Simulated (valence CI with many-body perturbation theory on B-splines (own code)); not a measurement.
Which ion has this spectrum?

A relativistic CI+MBPT calculation for an atom or ion with 74 electrons gives these levels (cm⁻¹):

```tsv
J	Parity	E	g
0	even	0.0	
1	even	1497	1.50
3	even	2258	1.98
2	even	3087	1.49
3	even	4584	1.48
4	even	6025	1.46
0	even	9854	
4	even	12362	0.98
3	even	13538	0.91
1	even	13549	1.30
2	even	13989	1.14
2	even	15146	0.93
5	even	15223	1.10
3	even	15624	1.26
```

The energies are calculated, with errors of about 300 cm⁻¹, more in some levels.

Q: Which is it?
A. Ir3+
B. Os2+
C. W
D. Re+

A: C. W, ground level 5d4 6s2 5D_0.
